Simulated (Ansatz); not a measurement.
BH₂O₂, SMILES O[B]O, multiplicity 2.

Coordinates come from a r2SCAN-D4/def2-TZVP optimisation. The isomer is the one that the SMILES or the coordinates give; other isomers of the formula were not compared. The values are those of a single conformer.

Two levels are set side by side: PBE/def2-TZVPD (Ansatz, a quantum-chemistry and plane-wave program) and PBE0/def2-TZVPD (Ansatz). Energy differences of separate SCF runs at the same geometry; the states with an electron removed or added have multiplicity 1 and 1. Differences are taken from unrounded values.

```
quantity                         PBE0
-------------------------------  ----
vertical ionisation energy (eV)  8.87
```

Task: What does PBE give, and how far is it from PBE0? (Estimate from the structure and the level; the computed values follow.)

Result: 
```
quantity                          PBE  PBE minus PBE0
-------------------------------  ----  --------------
vertical ionisation energy (eV)  8.79           -0.08
```

On these quantities the two levels nearly agree.
